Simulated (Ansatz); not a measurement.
ClH6InO2Si2 (`[SiH3][O][In]([Cl])[O][SiH3]`) at its PBE0-D4/def2-TZVP geometry, where that method's forces vanish. The species carries charge 0 and has multiplicity 1. In takes the def2 core potential.

```xyz
12

Si    0.1799    0.3031   -2.1826
O    -0.7583    1.2616   -1.2447
In   -1.2925    1.2930    0.6365
Cl   -2.8153    2.8186    1.3870
O    -0.4976   -0.0067    1.8630
Si    0.6678   -1.1515    1.7651
H     1.6042    0.7299   -2.1183
H     0.1006   -1.1197   -1.7421
H    -0.2961    0.3989   -3.5865
H     1.7406   -0.7434    0.8126
H     0.1003   -2.4456    1.2981
H     1.2665   -1.3381    3.1119
```

Task: What forces (eV/Å) does ωB97M-V/def2-TZVPP give on these atoms in Ansatz? (Estimate.)

Result: The calculation gave: 
```
Si1  0.135 -0.104 -0.196
O2  -0.014  0.011  0.039
In3 -0.046  0.047  0.023
Cl4  0.004 -0.004 -0.002
O5  -0.027  0.030 -0.019
Si6  0.165 -0.197  0.048
H7  -0.166 -0.053 -0.003
H8   0.004  0.150 -0.030
H9   0.063 -0.020  0.169
H10 -0.120 -0.031  0.090
H11  0.067  0.152  0.049
H12 -0.065  0.018 -0.168
```
